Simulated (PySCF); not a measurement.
## Bond length, frequency and bond energy of BeCl by level of theory

State: ²Σ⁺ (doublet), unpaired electrons σ ↑. Set-up: PySCF, no relativity, basis sets Be cc-pVTZ, Cl cc-pV(T+d)Z. De refers to Be + Cl in their high-spin ground configurations, without counterpoise correction. The functionals are run spin-unrestricted. A positive dipole means Be(−)Cl(+).

```tsv
Level	Re (Å)	ωe (cm⁻¹)	De (eV)	μ (D)
UHF	1.813	847	3.65	-1.09
UHF-MP2	1.800	856	4.39	n/a
UHF-SCS-MP2	1.801	853	4.13	n/a
UHF-CCSD	1.798	856	3.79	n/a
UHF-CCSD(T)	1.799	853	3.90	n/a
LDA	1.793	843	4.82	-0.67
PBE	1.809	825	4.36	-0.72
TPSS	1.814	818	4.23	-0.78
r²SCAN	1.808	835	4.51	-0.84
PBE0	1.802	843	4.30	-0.83
M06	1.808	834	4.15	-0.87
CAM-B3LYP	1.797	847	4.16	-0.88
```

(1) Which functional lies closest to UHF-CCSD(T) in De, which farthest, and by how much do they differ from it?

(2) What does a quarter of exact exchange do here, going from PBE to PBE0?

(3) What does the step from GGA to meta-GGA do here, going from PBE to r²SCAN?

Correlated steps freeze 5 core orbitals. The state is the lowest determinant that a PBE0 search found; another state may lie lower at other levels.

Results:

(1) Closest is M06 (+0.9 pm in Re, -2.2 % in ωe, +0.25 eV in De against UHF-CCSD(T) in the same basis), farthest LDA (-0.6 pm in Re, -1.2 % in ωe, +0.92 eV in De). CCSD(T) converges more slowly with the basis than the functionals do and binds too weakly in this one, so the order can change at the basis-set limit.

(2) PBE0 less PBE: -0.7 pm in Re, +2.2 % in ωe, -0.06 eV in De. Exact exchange removes part of the self-interaction that spreads semilocal densities, and in most molecules shortens and stiffens the bond and lowers De; so it does here.

(3) r²SCAN less PBE: -0.1 pm in Re, +1.2 % in ωe, +0.15 eV in De.
